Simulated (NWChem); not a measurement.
Molecule: C₃H₇B; SMILES BCC=C

```xyz
11

B      0.2272     1.9301     0.2789
C     -0.4495     0.6285    -0.2381
C      0.3478    -0.6338    -0.2435
C     -0.0559    -1.8050     0.2519
H     -0.6001     0.9779    -1.2934
H     -1.4717     0.4801     0.1458
H      1.3554    -0.5616    -0.6730
H     -1.0492    -1.9281     0.6965
H      0.5932    -2.6842     0.2356
H     -0.4502     2.8860     0.5823
H      1.4330     2.0414     0.2899
```
Atoms are numbered in this order, from 1.

Results from NWChem. The geometry was optimised at PBE0/def2-SVP. Ions are spin-unrestricted doublets at the neutral geometry; other ion states weren't tried.

For level PBE0/def2-SVP:

| Property | Value |
|---|---|
| −ε(HOMO) (eV) | 7.18 |

Question: How do the values read with level PBE/def2-SVP instead?

Answer: The −ε(HOMO) (eV) is 6.03.
